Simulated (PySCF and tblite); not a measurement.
Values are calculated unless marked as measured or tabulated.
2 diastereomers of C₆H₁₆Si₂, numbered alike:

| isomer | SMILES | descriptors (one enantiomer) |
| --- | --- | --- |
| A | [CH3:1][C@@H:2]1[CH2:3][SiH2:4][CH2:5][C@H:6]([SiH3:7])[CH2:8]1 | 2S, 6R |
| B | [CH3:1][C@H:2]1[CH2:3][SiH2:4][CH2:5][C@H:6]([SiH3:7])[CH2:8]1 | 2R, 6R |

Each isomer is a Boltzmann average at 298.15 K over at most 4 conformers: GFN2-xTB geometries, energies PBE0/def2-SVP (IEF-PCM, water) (D3(BJ) added where defined), GFN2-xTB thermal terms. Programs: PySCF with density fitting and tblite.

(1) Rank the isomers by free energy at 298.15 K.

(2) If they could interconvert freely, what would the mixture hold (chiral isomers as racemates)?

Answers

(1) 
```json
{"isomer": "A", "ΔG (kcal/mol)": "0.0", "ΔE, lowest conformer": "0.0", "conformers": "1", "largest weight %": "100", "rms dipole (D)": "0.81"}
{"isomer": "B", "ΔG (kcal/mol)": "0.8", "ΔE, lowest conformer": "0.8", "conformers": "3", "largest weight %": "54", "rms dipole (D)": "1.12"}
```

ΔG is for one enantiomer.

(2) A 79 %, B 21 %. A racemate gains RT ln 2.
